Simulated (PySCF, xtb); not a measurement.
fluoromethylidenecyclobutane (C5H7F), SMILES FC=C1CCC1.

xtb 6.7.1 with GFN2-xTB at its own geometry gives an orbital gap of 5.08 eV and a dipole moment of 2.52 D.

Coordinates come from a B3LYP-D3(BJ)/def2-SVP optimisation. A frequency run showed that this geometry is not a minimum.

Question: What does PySCF with PBE0/def2-TZVP give? (An estimate is asked for; the answer gives what the named calculation found.)

Answer: gap 7.11 eV (levels -6.84 and 0.27 eV), dipole 1.74 D.
